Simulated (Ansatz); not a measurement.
Reaction (ligand exchange at the Sn–N bond): `[SiH3][N]([SiH3])[Sn][Cl]` + H₂S → `[SH][Sn][Cl]` + `[SiH3]N[SiH3]`

Isolated molecules relaxed with PBE0-D4/def2-TZVP in Ansatz; ΔE leaves out vibrations. CCSD(T)/CBS adds triple-zeta CCSD(T) − MP2 to the extrapolated MP2 energy (def2 sets, frozen cores). This one scheme is used for every species. DFT in def2-TZVPP. B3LYP here is the variant with VWN-RPA as its local correlation; programs differ in this. def2 core potentials past Kr. For Sn outer-core shells are correlated without core-valence functions, which leaves a few kJ/mol of doubt a bond. Each species was taken in one conformer, which may not be the lowest.

Is it downhill or uphill in electronic energy at CCSD(T)/CBS, and by how much? (Best estimate.)

The calculation gave: Downhill: ΔE = -7.3 kcal/mol.

What do these levels give: BLYP-D4, r2SCAN-D4, B97M-V, B3LYP-D4, BHLYP, CCSD/CBS(def2)? (An estimate is asked.)

The calculation gave: BLYP-D4 -9.2, r2SCAN-D4 -10.3, B97M-V -10.3, B3LYP-D4 -9.7, BHLYP -13.1, CCSD/CBS(def2) -8.3 kcal/mol.

Largest T1 diagnostic among the species: 0.015.

In def2-TZVPP, CCSD(T) changes the Hartree–Fock value by +7.0 kcal/mol (the triples alone add +1.0 kcal/mol) and MP2 by +7.5 kcal/mol. The D4 term adds +3.7 kcal/mol with B3LYP and +2.0 kcal/mol with PBE0; it sums over pairs of atoms, weighted by their polarisabilities, and B3LYP, whose exchange is more repulsive, gets the larger term.
